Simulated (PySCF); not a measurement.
## Electron affinity of Fe by level of theory

Fe⁻ [Ar] 3d7 4s2 (4F) → Fe [Ar] 3d6 4s2 (5D), as a difference of total energies. All numbers are calculated (PySCF 2.14, the non-relativistic Hamiltonian (point nucleus), in def2-TZVPPD (6s6p4d2f1g, 67 functions)). Correlated levels: valence and next inner shell: [Ne] frozen. The calculations carry no spin-orbit coupling.

```json
{"method": "UHF", "electron affinity (eV)": "-2.445", "plus first-order spin-orbit estimate": "-2.427", "difference from reference of that sum (eV)": "-2.580"}
{"method": "MP2 (valence and next inner shell)", "electron affinity (eV)": "0.141", "plus first-order spin-orbit estimate": "0.159", "difference from reference of that sum (eV)": "+0.006"}
{"method": "SCS-MP2 (valence and next inner shell)", "electron affinity (eV)": "0.039", "plus first-order spin-orbit estimate": "0.057", "difference from reference of that sum (eV)": "-0.096"}
{"method": "CCSD (valence and next inner shell)", "electron affinity (eV)": "-0.491", "plus first-order spin-orbit estimate": "-0.473", "difference from reference of that sum (eV)": "-0.626"}
{"method": "CCSD(T) (valence and next inner shell)", "electron affinity (eV)": "-0.252", "plus first-order spin-orbit estimate": "-0.234", "difference from reference of that sum (eV)": "-0.387"}
```

Reference: 0.153 eV (measured; photodetachment measurements, as compiled on the Wikipedia data page of electron affinities).

A first-order spin-orbit estimate (lowest level to lowest level, LS coupling) adds 0.018 eV.

These non-relativistic numbers lack the scalar-relativistic shift.

Errors of the correlated levels include the incompleteness of this basis and the frozen core.

A negative affinity means that the anion lies above the atom at that level of theory.
